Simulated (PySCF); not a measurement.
Electronic structure of Sb³⁺ (antimony, charge +3) at the UHF level

Configuration: [Kr] 4d10 5s2, closed-shell 1S. All numbers are calculated (PySCF 2.14, a scalar-relativistic core potential, in aug-cc-pV5Z-PP with ECP28MDF (8s8p6d4f3g2h, 139 functions)).

```
Total energy             : -237.487296 hartree
One-electron energy      : -395.6937 hartree
Hartree (Coulomb) energy : 175.8617 hartree
Exchange energy          : -17.6553 hartree
⟨S²⟩                     : 0.0000
⟨L²⟩                     : 0.000
Sum of ⟨r⟩               : 21.19 bohr
Sum of ⟨r²⟩              : 28.05 bohr²
Time after the integrals : 1.7 s of wall time on 2 threads of Neoverse-V2 (shared host)
```

```
shell  electrons  mean orbital energy (eV)  rms radius, mean of both spins (bohr)
   4s          2                   -206.99                                  0.848
   4p          6                   -154.32                                  0.917
   4d         10                   -73.373                                   1.09
   5s          2                   -41.869                                   2.19
```

Energies and moments cover only the electrons outside the core potential.
